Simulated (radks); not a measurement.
Valence configurations of Pt+ (all share [Xe]). Method: scalar-relativistic Kohn-Sham, PBE, spin-polarised, spherical densities, point nucleus; open shells are filled with parallel spins first (spin-orbit coupling, left out, can overturn this in heavy ions); computed with a radial shooting solver on a logarithmic mesh with Libxc functionals. Order these by energy: 4f13.5 5d9.5; 4f13 5d10; 4f14 5d8 6p1; 4f14 5d9; 4f14 5d8 6s1; 4f13.5 5d8 6s1 6p0.5; 4f14 5d6 6s1 6p2; 4f13 5d9 6s1; 4f14 5d7 6s1 6p1; 4f13.5 5d8.5 6s1.

Answer. From the lowest, in eV above it: 4f14 5d9 0.000; 4f14 5d8 6s1 0.922; 4f14 5d8 6p1 7.881; 4f14 5d7 6s1 6p1 9.470; 4f14 5d6 6s1 6p2 19.537; 4f13.5 5d9.5 33.262; 4f13.5 5d8.5 6s1 34.926; 4f13.5 5d8 6s1 6p0.5 39.430; 4f13 5d10 68.796; 4f13 5d9 6s1 71.196. NIST lists [Xe] 4f14 5d9 as the ground configuration; this level of theory agrees among the configurations tried. The energies are those of spherical high-spin densities, not of single terms.
